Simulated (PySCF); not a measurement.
**NbO2(OH), singlet: structure and spectrum**

Computed with PBE0 in PySCF with Nb def2-SVP with ECP28, O def2-SVP, H def2-SVP; scalar-relativistic core potentials, no spin–orbit coupling; density-fitted integrals.

The structure is a minimum.

Z-matrix (Å, degrees; charge 0 multiplicity 1):
```
Nb
O  1 1.7114
O  1 1.7103 2 107.89
O  1 1.9131 2 113.31 3 -127.76
H  4 0.9606 1 138.60 2 116.28
```

```json
{"Point group": "C1", "Bond lengths": "Nb–O 1.711 Å (×2), Nb–O 1.913 Å, O–H 0.961 Å", "Bond angles": "H–O–Nb 138.6°, O–Nb–O 107.9°, O–Nb–O 113.3°, O–Nb–O 114.4°", "Principal quadrupole moments (Buckingham, traceless) about the centre of mass": "-11.12, -2.56, 13.67 D Å", "Entropy at 298.15 K and 1 bar": "313.3 J/(mol K)", "Lowest empty level": "-3.37 eV", "Atomisation energy without zero-point energy": "2257 kJ/mol", "Enthalpy at 298.15 K above 0 K": "16.37 kJ/mol", "Heat capacity Cp at 298.15 K": "74.5 J/(mol K)", "Dipole moment": "4.89 D", "Zero-point energy": "48.7 kJ/mol", "Highest occupied level": "-8.02 eV", "Rotational constants": "0.2388, 0.1807, 0.1158 cm⁻¹", "Principal polarisabilities": "24.0, 40.8, 43.5 bohr³", "Rotational symmetry number": "1"}
```

Harmonic modes (masses in u: Nb 92.906, O 15.995, H 1.008):
| symmetry | ω (cm⁻¹) | IR (km/mol) |
| --- | --- | --- |
| a | 158 | 52.4 |
| a | 198 | 54.2 |
| a | 243 | 82.7 |
| a | 344 | 23.6 |
| a | 497 | 189 |
| a | 731 | 113 |
| a | 988 | 293 |
| a | 1029 | 99.2 |
| a | 3961 | 236 |

Charges (e):
```csv
atom,Mulliken,Löwdin,polar tensor,Mayer order to Nb1
Nb1,1.05,0.43,2.30,–
O2,-0.39,-0.18,-0.86,2.19
O3,-0.39,-0.18,-0.84,2.21
O4,-0.49,-0.18,-0.97,1.11
H5,0.22,0.11,0.37,0.03
```
Other Mayer orders above 0.3: O–H 0.93.

Mulliken populations on Nb1 (electrons outside its core potential): s 2.18, p 6.42, d 3.20, f 0.14.

Outer orbital energies (eV). occupied: -10.98, -10.67, -10.37, -10.26, -9.46, -8.96, -8.68, -8.02; empty: -3.37, -1.31, -0.67, 0.14.

Stability towards spin polarisation was not tested. This need not be the most stable arrangement of these atoms.

The final relaxation and frequency run took 2 min on 2 threads of a shared Arm Neoverse N1 host, with 78 basis functions and 29 gradients; the process peaked at 1.1 GiB. Launch command: `OMP_NUM_THREADS=2 python axn.py task.json out`.
